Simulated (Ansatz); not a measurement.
Stepwise reaction of `C#[C][Al]([F])[F]` with ammonia, as a gas-phase model of exchange steps in deposition or etching. ΔE in kJ/mol; ΔG adds harmonic PBE0-D4 terms to CCSD(T)/CBS, at 1 bar.

Program: Ansatz. Geometries: PBE0-D4/def2-TZVP. ΔE: electronic, gas phase. CCSD(T)/CBS adds triple-zeta CCSD(T) − MP2 to the extrapolated MP2 energy (def2 sets, frozen cores). This one scheme is used for every species. Functionals use def2-TZVPP. B3LYP here is the variant with VWN-RPA as its local correlation; programs differ in this. Each species was taken in one conformer, which may not be the lowest.

```csv
step,reaction,PBE-D4,B3LYP-D4,ωB97M-V,CCSD(T)/CBS,ΔG(600 K)
2,`C#[C][Al]([NH2])[F]` + NH₃ → `C#[C][Al]([NH2])[NH2]` + H–F,96.6,100.9,99.6,97.2,96.5
```

**Question.** Give the row of step 1, `C#[C][Al]([F])[F]` + NH₃ → `C#[C][Al]([NH2])[F]` + H–F. (Best estimate.)

**Answer.** Ansatz gave: 
```tsv
step	reaction	PBE-D4	B3LYP-D4	ωB97M-V	CCSD(T)/CBS	ΔG(600 K)
1	`C#[C][Al]([F])[F]` + NH₃ → `C#[C][Al]([NH2])[F]` + H–F	82.7	86.9	85.8	85.2	80.8
```

**Question.** By hand: ΔE of the 2 steps together at CCSD(T)/CBS.

**Answer.** (85.2) + (97.2) = 182.4 kJ/mol, or 91.2 kJ/mol a step.

In ΔE each step is higher than the one before. All are uphill at CCSD(T)/CBS. ΔG lies between 80.8 and 96.5 kJ/mol a step. PBE-D4 differs from CCSD(T)/CBS by -2.5 to -0.6 kJ/mol a step. Isolated molecules leave out the surface, adducts and barriers. Largest T1 diagnostic: 0.014.
